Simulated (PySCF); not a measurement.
CCl, neutral, multiplicity 2. Atoms are numbered in the order given.

```xyz
2

C      0.0000     0.0000    -1.2148
Cl     0.0000     0.0000     0.4287
```
Charge 0, spin multiplicity 2.

The structure is a stationary point at PBE0-D3(BJ)/def2-TZVPD.

These are PBE/def2-TZVPD (PySCF) values and carry that method's errors.

The molecule is in vacuum.

```json
{
  "total_energy": "-497.93007 hartree",
  "point_group": "C∞v",
  "α spin, highest occupied and lowest empty level": "-4.88 and -4.52 eV",
  "β spin, highest occupied and lowest empty level": "-8.06 and -4.11 eV",
  "dipole_moment": "1.61 D",
  "⟨S²⟩": "0.754 (pure state 0.75)"
}
```
